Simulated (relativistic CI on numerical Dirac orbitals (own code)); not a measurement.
## Ge VII: calculation against measurement

Calculated at this level of theory: Dirac-Coulomb-Breit CI, KLI orbitals optimised for each configuration, model QED, unscaled Slater integrals (own radial code, finite nucleus).

Configuration list (outside the closed core [Ne]): 3s2 3p6 3d8, 3s2 3p6 3d7 4s, 3s2 3p5 3d9, 3s2 3p6 3d7 4p, 3s2 3p6 3d7 4d, 3s2 3p4 3d10, 3s 3p6 3d9, 3s2 3p6 3d7 5s, 3s2 3p6 3d7 5p, 3s2 3p6 3d7 4f, 3s2 3p6 3d7 5d, 3s2 3p6 3d6 4s2, 3s2 3p6 3d7 6s, 3s2 3p6 3d7 6p, 3s2 3p6 3d7 5f, 3s2 3p6 3d7 5g, 3s2 3p6 3d7 6d, 3s2 3p6 3d6 4s 4p, 3s2 3p6 3d6 4p2, 3p6 3d10, 3s2 3p5 3d8 4s, 3s2 3p6 3d6 4s 4d, 3s2 3p5 3d8 4p, 3s2 3p6 3d6 4p 4d. Levels of other configurations are missing.

```
 Configuration  Term (tabulated)  J  Measured (cm⁻¹)  Computed   Error  Purity (%)
   3s2 3p6 3d8                3F  4              0.0         0       0         100
   3s2 3p6 3d8                3F  3           4055.0      3990     -65         100
   3s2 3p6 3d8                3F  2           6468.0      6389     -79          97
   3s2 3p6 3d8                1D  2          22658.0     23252     594          77
   3s2 3p6 3d8                3P  2          28827.0     30095    1268          80
   3s2 3p6 3d8                3P  1          29212.0     30821    1609         100
   3s2 3p6 3d8                3P  0          29769.0     31371    1602          99
   3s2 3p6 3d8                1G  4          37923.0     41476    3553         100
   3s2 3p6 3d8                1S  0          86203.0     86583     380          98
3s2 3p6 3d7 4s                5F  5         393964.0    384397   -9567          99
3s2 3p6 3d7 4s                5F  4         396659.0    387068   -9591          98
3s2 3p6 3d7 4s                5F  3         398813.0    389196   -9617          98
3s2 3p6 3d7 4s                5F  1         401310.0    391697   -9613          99
3s2 3p6 3d7 4s                3F  4         405833.0    397460   -8373          97
3s2 3p6 3d7 4s                3F  3         409481.0    401081   -8400          98
3s2 3p6 3d7 4s                3F  2         411818.0    403444   -8374          98
3s2 3p6 3d7 4s                5P  3         421833.0    416312   -5521          99
3s2 3p6 3d7 4s                5P  2         422209.0    416978   -5231          93
3s2 3p6 3d7 4s                5P  1         423790.0    418401   -5389          95
3s2 3p6 3d7 4s                3G  5         427035.0    420635   -6400          94
3s2 3p6 3d7 4s                3G  4         428431.0    421930   -6501          87
3s2 3p6 3d7 4s                3G  3         430455.0    423905   -6550          99
3s2 3p6 3d7 4s              3P †  2         432065.0    428504   -3561          92
3s2 3p6 3d7 4s              3P †  1         432097.0    428834   -3263          78
3s2 3p6 3d7 4s                1G  4         434261.0    428248   -6013          81
3s2 3p6 3d7 4s                3P  2         434645.0    431463   -3182          79
3s2 3p6 3d7 4s                3P  1         435977.0    433088   -2889          79
3s2 3p6 3d7 4s                3H  6         437438.0    431099   -6339         100
3s2 3p6 3d7 4s                3D  3         438698.0    435115   -3583          98
3s2 3p6 3d7 4s                3H  5         438931.0    432491   -6440          91
3s2 3p6 3d7 4s                3D  2         440920.0    437558   -3362          69
3s2 3p6 3d7 4s                3H  4         441167.0    434705   -6462          86
3s2 3p6 3d7 4s                1H  5         444819.0    438889   -5930          92
3s2 3p6 3d7 4s                1D  2         447235.0    444211   -3024          78
3s2 3p6 3d7 4s                3F  2         462416.0    461346   -1070          99
3s2 3p6 3d7 4s                3F  3         462884.0    461807   -1077          98
3s2 3p6 3d7 4s                1F  3         469133.0    468629    -504          98
3s2 3p6 3d7 4s                3D  2         499206.0    502896    3690          98
3s2 3p6 3d7 4s                3D  3         500364.0    503972    3608          98
3s2 3p6 3d7 4s                1D  2         505648.0    509889    4241          98
3s2 3p6 3d7 4p               5F°  3         509684.0    499393  -10291          60
3s2 3p6 3d7 4p               5F°  2         511950.0    501644  -10306          74
3s2 3p6 3d7 4p               5F°  1         513576.0    503246  -10330          88
3s2 3p6 3d7 4p               5D°  3         514478.0    504464  -10014          56
3s2 3p6 3d7 4p               5D°  1         517882.0    507570  -10312          90
```

Measured levels from Sugar and Musgrove, J. Phys. Chem. Ref. Data 22, 1213 (1993); pairs were made by configuration, J and term (by order where the table uses no LS term), so strongly mixed levels may be paired wrongly.

Mean error by configuration (cm⁻¹): 3s2 3p6 3d8 1108; 3s2 3p6 3d7 4s -4740; 3s2 3p6 3d7 4p -10251. Over the excited levels the mean absolute error is 5261 cm⁻¹ (44 of the 48 excited levels that our extract of the source holds in range could be paired, and the others can miss by more), and the median relative error of those above 1,000 cm⁻¹ is 1.5 %. † marks terms whose computed intervals miss the measured ones by more than a factor of 2.5, or configurations far off the rest, from wrong mixing, a near crossing or a doubtful label or measurement; they are left out of the means.
